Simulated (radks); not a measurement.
Values are calculated unless marked as measured or tabulated.
Hg32+, 48 electrons, occupied as [Kr] 4d10 4f2.

Level of theory: scalar-relativistic Kohn-Sham, SCAN, spin-polarised, spherical densities, finite nucleus; open shells are filled with parallel spins first (spin-orbit coupling, left out, can overturn this in heavy ions); meta-GGA in the generalised Kohn-Sham scheme; Fermi nuclear charge, rms radius 5.4648 fm (a radial shooting solver on a logarithmic mesh with Libxc functionals).

Energy parts (eV):
total: -519543.52
kinetic: 584684.54
electron-nucleus: -1234529.50
Hartree: 139103.55
exchange-correlation: -8802.12

Orbitals (lengths in bohr, moments of r in powers of bohr):
\begin{tabular}{lrrr}
orbital & occ. & eigenvalue (eV) & <r^4> \\ \hline
1s up & 1 & -84427.27 & 3.999e-07 \\
1s down & 1 & -84427.28 & 3.999e-07 \\
2s up & 1 & -15977.25 & 0.00005828 \\
2s down & 1 & -15977.07 & 0.00005827 \\
2p up & 3 & -13940.15 & 0.00004770 \\
2p down & 3 & -13940.00 & 0.00004770 \\
3s up & 1 & -4716.219 & 0.002054 \\
3s down & 1 & -4712.914 & 0.002049 \\
3p up & 3 & -4123.235 & 0.002257 \\
3p down & 3 & -4119.740 & 0.002252 \\
3d up & 5 & -3501.143 & 0.001725 \\
3d down & 5 & -3498.340 & 0.001719 \\
4s up & 1 & -1875.020 & 0.03649 \\
4s down & 1 & -1870.041 & 0.03663 \\
4p up & 3 & -1665.900 & 0.04461 \\
4p down & 3 & -1661.166 & 0.04480 \\
4d up & 5 & -1424.212 & 0.05014 \\
4d down & 5 & -1419.295 & 0.05042 \\
4f up & 2 & -1173.753 & 0.04462 \\
\end{tabular}

The highest occupied level is 4f up at -1173.8 eV. For comparison, the ionisation energy in NIST's Atomic Spectra Database is 1220 eV (theoretical). In exact Kohn-Sham theory the highest level is minus the ionisation energy, but local and semilocal functionals leave it too shallow, through self-interaction and a potential that decays too fast; potentials with the right tail come closer.

Empty levels of this run are not shown, since the potential may be unsettled where no density lies.
